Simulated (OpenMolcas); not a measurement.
## Computed transition rates of B

| Quantity | Value |
| --- | --- |
| Program | OpenMolcas |
| Method | SS-CASPT2, IPEA 0.25 Eh, imaginary shift 0.1 Eh (closed shells correlated: 1s) |
| Basis | ANO-RCC-VTZP [4s3p2d1f] |
| Scalar Hamiltonian | DKH2, point nucleus |
| Active space | 3 electrons in 8 orbitals (2s 2p 3s 3p) |
| State averaging | 2S+1 = 4 odd, 1 root (0 in the spin-orbit step); 2S+1 = 2 odd, 3 roots; 2S+1 = 4 even, 3 roots; 2S+1 = 2 even, 6 roots |
| Spin-orbit coupling | RASSI with atomic mean-field integrals over the reference wave functions, term energies averaged over their components |

Rates come from the transition moments of the reference wave functions (E1 and E2 in the length form). At fixed line strength A goes as λ^-3 for E1 and M1 and as λ^-5 for E2, so a rate at the computed wavelength can be rescaled to the measured one. Measured vacuum wavelengths follow from level energies in NIST Handbook of Basic Atomic Spectroscopic Data. Branching counts decays inside the model space alone, at computed energies, and the table is only a selection of the E1 lines, drawn from those between levels with measured partners whose computed energy lies within a factor of 1.5 of the measured one.

```csv
Upper,Lower,Type,λ computed (nm),λ measured (nm),A computed (s-1),A rescaled (s-1),Branching %
2s 2p2 2D 5/2,2s2 2p 2P* 3/2,E1,204,209,2.58e+08,2.40e+08,100.0
2s 2p2 2D 3/2,2s2 2p 2P* 1/2,E1,204,209,2.15e+08,2.00e+08,83.3
2s 2p2 2D 3/2,2s2 2p 2P* 3/2,E1,204,209,4.30e+07,4.00e+07,16.7
2s 2p2 4P 1/2,2s2 2p 2P* 3/2,E1,361.6,346.6,9.07e+00,,66.6
2s 2p2 4P 5/2,2s2 2p 2P* 3/2,E1,361.4,346.4,4.71e+00,,100.0
2s 2p2 4P 1/2,2s2 2p 2P* 1/2,E1,361.4,346.4,4.54e+00,,33.4
2s 2p2 4P 3/2,2s2 2p 2P* 1/2,E1,361.4,346.3,6.54e-01,,83.4
2s 2p2 4P 3/2,2s2 2p 2P* 3/2,E1,361.5,346.5,1.31e-01,,16.6
```

Spin-changing lines and M1 lines between different terms are not rescaled, since their strength hangs on the term gaps too.

The largest correction is for 2s 2p2 2D 5/2 → 2s2 2p 2P* 3/2 (E1): 2.58e+08 × (204 / 209)^3 = 2.40e+08 s-1, a factor of 0.93.

The computed rate and branching of 2s 2p2 2D 5/2 → 2s2 2p 2P* 3/2 give the upper level a radiative lifetime of 1.000 / 2.58e+08 s-1 = 3.88e-09 s, counting decays inside the model space alone. The rescaled rate gives about 4.2e-09 s.

The computed order of these levels differs from the measured one in 1 place, and where term gaps are wrong the rates of spin-changing lines can be off by large factors.

No measured rate stands beside these. Rescaling mends the energy factor alone: line strengths can still be far off where a level mixes with configurations outside the active space, and weak or spin-changing lines hang on small mixing coefficients that depend on the term gaps too, so rescaling need not improve them.

CASPT2 breaks the degeneracy within a term, and the mean is taken; among the terms shown or strongly mixed into the levels shown the widest spread is 18 cm-1 (2s 2p2 2D). Active for correlation alone: 3p 3s; no level in the range computed is led by a configuration that fills them, so any true level of that kind is missing. Computed and measured levels are paired by configuration, term and J; levels that our copy of the source lacks, or whose pairing is in doubt (as where it misses far off the trend of its configuration), stay unpaired. Only configurations of the active space appear.

* marks odd parity.
